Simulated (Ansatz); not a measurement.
(AlP)n off (charge +1): PBE-D4/def2-SVP single points in Ansatz on relaxed structures, gas phase. Each cluster is the lowest isomer that a short search found in that spin, judged at the geometry's level, and lower ones may exist. HOMO and LUMO are taken over both spins. Singlets are spin-restricted. The structures are stationary points that may keep the symmetry of their start. Remarks come from the PBE and PBE0 runs and from stability tests at other levels; not every state was tested.

(1) Estimate the order by LUMO (eV), lowest first.
A. Al4P3⁺ (singlet)
B. Al2P2⁺ (doublet)
C. Al3P2⁺ (singlet)

(1) B (-9.30), C (-8.55), A (-7.37).

In full:

| species | atoms | state | geometry | HOMO (eV) | LUMO (eV) | gap (eV) | point group (within 0.1 Å) | remarks |
| --- | --- | --- | --- | --- | --- | --- | --- | --- |
| Al2P2⁺ | 4 | doublet | B3LYP-D4/def2-TZVP | -10.17 | -9.30 | 0.87 | D2h | – |
| Al3P2⁺ | 5 | singlet | PBE-D4/def2-SVP | -9.46 | -8.55 | 0.92 | – | – |
| Al4P3⁺ | 7 | singlet | PBE-D4/def2-SVP | -9.30 | -7.37 | 1.93 | C2 | restricted SCF unstable in HF |

The gap (eV) runs from 0.87 (Al2P2⁺) to 1.93 (Al4P3⁺).
